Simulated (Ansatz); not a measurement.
Te₂W⁻. Charge -1, multiplicity 2. Geometry PBE0-D4/def2-TZVPD; atoms count from 1.

```xyz
3

W    -0.511    0.136    0.161
Te   -0.300   -2.357    0.084
Te    0.811    2.222   -0.244
```

In the def2 sets Te, W take a core potential; there is no spin–orbit coupling. The relaxed charge -1 doublet is spin-contaminated (final ⟨S²⟩ up to 1.62, 0.75 for a pure state). The structure comes from a short search, and lower isomers may exist.

(1) Estimate the Mulliken populations from the PBE0/def2-TZVPD orbitals of Ansatz.

(2) Where does the spin sit?

(3) And the Mayer bond orders between heavy atoms (over 0.3)?

Results:

(1) 
| atom | charge (e) | spin (α − β) | d electrons |
| --- | --- | --- | --- |
| W1 | 0.17 | 1.10 | 4.33 |
| Te2 | -0.59 | -0.05 | – |
| Te3 | -0.59 | -0.05 | – |
Mulliken values depend strongly on the basis. With diffuse functions, as here, like atoms can get unlike values, and bond orders can come out too low or too high.

(2) Summed by element: W 1.10, Te -0.10, of 1 unpaired in all. Largest on single atoms: W1 1.10, Te2 -0.05, Te3 -0.05.

(3) W1–Te2 2.04 (2.50 Å); W1–Te3 2.04 (2.50 Å).
